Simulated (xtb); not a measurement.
xtb input:

```bash
xtb mol.xyz --gfn 1 --sp --chrg 0 --uhf 0
```
mol.xyz:
```
10

C     -1.61259136     0.40663178    -0.40219212
N     -0.48680089     0.22901572     0.50365645
Si     1.06784238    -0.29760474    -0.00860457
H     -2.15712442    -0.52205077    -0.61377441
H     -1.25332781     0.80154764    -1.35485802
H     -2.32248028     1.13263313     0.00054847
H     -0.76188637     0.02694766     1.45217567
H      1.11728838    -1.67941446    -0.56648322
H      1.54781706     0.60912910    -1.07978999
H      1.96307436    -0.24522663     1.17020302
```

Task: Predict the final energy.

Result: -10.97409 Eh (GFN1-xTB).
